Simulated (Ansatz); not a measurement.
Born–Oppenheimer molecular dynamics of Cl2FH2HfN (7 atoms, charge 0, multiplicity 1). It goes on from the last frame of an earlier run, with new velocities.

Computed with Ansatz, RKS B3LYP-D4/def2-SVP.

```
ensemble                      : NVE (velocity Verlet)
time step                     : 0.5 fs
steps asked                   : 150
starting velocities drawn for : 500 K
seed                          : 474038
```

First frame:

```xyz
7
Properties=species:S:1:pos:R:3
Hf -0.042 0.073 0.042
Cl -0.012 -0.207 2.406
N 1.754 0.000 -0.747
H 2.429 -0.775 -0.532
H 2.258 0.541 -1.452
Cl -1.026 2.053 -1.092
F -0.737 -1.723 -0.286
```

**Question.** How far do the bonds stretch over the last three quarters of this one trajectory? (Pairs bonded in most of those frames.)

**Answer.** 
```
   bond  mean (Å)  spread (Å)  shortest  longest
Hf1–Cl2     2.358       0.007      2.35     2.37
 Hf1–N3     2.030       0.023      2.00     2.08
Hf1–Cl6     2.344       0.059      2.28     2.47
 Hf1–F7     1.912       0.042      1.85     1.97
  N3–H4     1.026       0.017      1.00     1.05
  N3–H5     1.024       0.006      1.01     1.04
```

Mean temperature of the second half: 574 K. The conserved energy stayed within 0.049 meV per atom of its start (net change 0.013 meV per atom), so the integration is sound. A run of 0.075 ps of so small a system gives no equilibrium averages.

Run time: 10 min on 2 threads of Arm Neoverse V1 (shared host), peak memory 0.24 GiB.
